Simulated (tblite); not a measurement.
Compound: C4H7BrN2Si.
Bonds: C1–C2, C2–C3 (aromatic), C3–N4 (aromatic), N4–C5 (aromatic), C5–Br6, C5–N7 (aromatic), N7–Si8, C2–N7 (aromatic). Hydrogens: H9, H10, H11 on C1; H12 on C3; H13, H14, H15 on Si8.

Computed with GFN2-xTB (tblite), gas phase: L-BFGS steps from a force-field or distance-geometry start until the largest atomic force falls under 0.01 eV/Å.

Step 10: E = -648.7469 eV
```
atom  x, y, z in Å  |  force x, y, z in eV/Å
C1     -1.3542   -1.2819    0.4585    0.010   0.045  -0.014
C2     -0.8602    0.0609    0.0808    0.087   0.005  -0.001
C3     -1.5616    1.2126   -0.1141    0.070   0.007  -0.035
N4     -0.7145    2.2257   -0.4556    0.049   0.097  -0.010
C5      0.4596    1.6845   -0.4574    0.047   0.001  -0.015
Br6     2.0177    2.6232   -0.8597    0.003  -0.124   0.030
N7      0.4749    0.3564   -0.1408    0.017   0.048  -0.013
Si8     1.9137   -0.6683   -0.0566   -0.061   0.081  -0.004
H9     -2.4327   -1.2069    0.5618   -0.027  -0.174   0.050
H10    -0.9137   -1.6017    1.4033   -0.071  -0.045  -0.039
H11    -1.1084   -2.0127   -0.3125   -0.052  -0.019   0.067
H12    -2.6139    1.3919   -0.0399   -0.024  -0.014   0.010
H13     2.7734   -0.1161    0.9865   -0.028   0.042  -0.041
H14     1.4030   -1.9828    0.3118    0.000  -0.004  -0.002
H15     2.5125   -0.6768   -1.3878   -0.019   0.054   0.017
```

Step 11: E = -648.7497 eV
```
atom  x, y, z in Å  |  force x, y, z in eV/Å
C1     -1.3540   -1.2825    0.4586   -0.003   0.043  -0.011
C2     -0.8597    0.0611    0.0810    0.041   0.019  -0.006
C3     -1.5615    1.2136   -0.1151    0.063   0.009  -0.023
N4     -0.7130    2.2277   -0.4559    0.064   0.019  -0.001
C5      0.4610    1.6837   -0.4575    0.008   0.028  -0.014
Br6     2.0266    2.6121   -0.8579   -0.021  -0.109   0.029
N7      0.4750    0.3563   -0.1408   -0.001   0.045  -0.009
Si8     1.9148   -0.6666   -0.0572   -0.118   0.115  -0.009
H9     -2.4335   -1.2110    0.5630   -0.001  -0.156   0.041
H10    -0.9141   -1.6032    1.4038   -0.067  -0.036  -0.048
H11    -1.1085   -2.0139   -0.3122   -0.049  -0.008   0.070
H12    -2.6166    1.3896   -0.0390    0.060  -0.009  -0.002
H13     2.7692   -0.1112    0.9832    0.022   0.061   0.012
H14     1.4008   -1.9764    0.3104   -0.012  -0.067   0.015
H15     2.5091   -0.6712   -1.3864    0.016   0.045  -0.045
```

Question: Estimate the geometry and energy of step 12. (The exact step hangs on the optimiser's Hessian estimate; all steps are aligned on step 11, rigid shifts and turns removed.)

Answer: E = -648.7527 eV, largest force 0.154 eV/Å
```
atom  x, y, z in Å  |  force x, y, z in eV/Å
C1     -1.3541   -1.2824    0.4587   -0.022   0.025  -0.003
C2     -0.8588    0.0618    0.0811   -0.023   0.019  -0.007
C3     -1.5602    1.2149   -0.1166    0.025   0.022  -0.005
N4     -0.7105    2.2302   -0.4562    0.049  -0.041   0.003
C5      0.4630    1.6834   -0.4578   -0.024   0.046  -0.008
Br6     2.0364    2.5978   -0.8555   -0.022  -0.071   0.020
N7      0.4748    0.3570   -0.1410   -0.023   0.027  -0.003
Si8     1.9139   -0.6627   -0.0580   -0.122   0.094  -0.009
H9     -2.4344   -1.2186    0.5653    0.017  -0.112   0.026
H10    -0.9158   -1.6056    1.4035   -0.046  -0.022  -0.038
H11    -1.1095   -2.0155   -0.3107   -0.035  -0.001   0.053
H12    -2.6182    1.3868   -0.0380    0.143   0.002  -0.017
H13     2.7651   -0.1046    0.9799    0.058   0.072   0.053
H14     1.3982   -1.9705    0.3092   -0.013  -0.095   0.022
H15     2.5057   -0.6640   -1.3858    0.039   0.036  -0.087
```

The energy changes by -0.0030 eV. The first-order estimate −F·Δx gives -0.0041 eV and the mean of the old and new forces, exact on a quadratic surface, -0.0030 eV. The step makes an angle of 61° with the force vector and moves no atom by more than 0.018 Å.

What follows is the cost of the whole relaxation. Hardware: one thread of an Arm Neoverse V1, shared host. Cost: 0.26 s.
